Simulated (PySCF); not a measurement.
HgF₄, SMILES [F][Hg]([F])([F])[F]. Heavy atoms are numbered as in [Hg:1]([F:2])([F:3])([F:4])[F:5].

The structure is a stationary point at B3LYP-D3(BJ)/def2-SVP. The def2 effective core potentials stand for the cores of Hg; spin–orbit coupling is left out.

Level of theory: CAM-B3LYP/def2-TZVP (PySCF).

ESP charges are fitted to the potential on shells at 1.4 to 2.0 van der Waals radii. Atomic charges (e), one atom of each kind:

```tsv
atom	Mulliken	ESP fit
Hg1	___	1.25
F2	___	-0.31
```

Q: Some entries are withheld; supply them. (Estimate from the structure and the level; the computed values follow.)

A: 
- Hg1, Mulliken: 1.45
- F2, Mulliken: -0.36
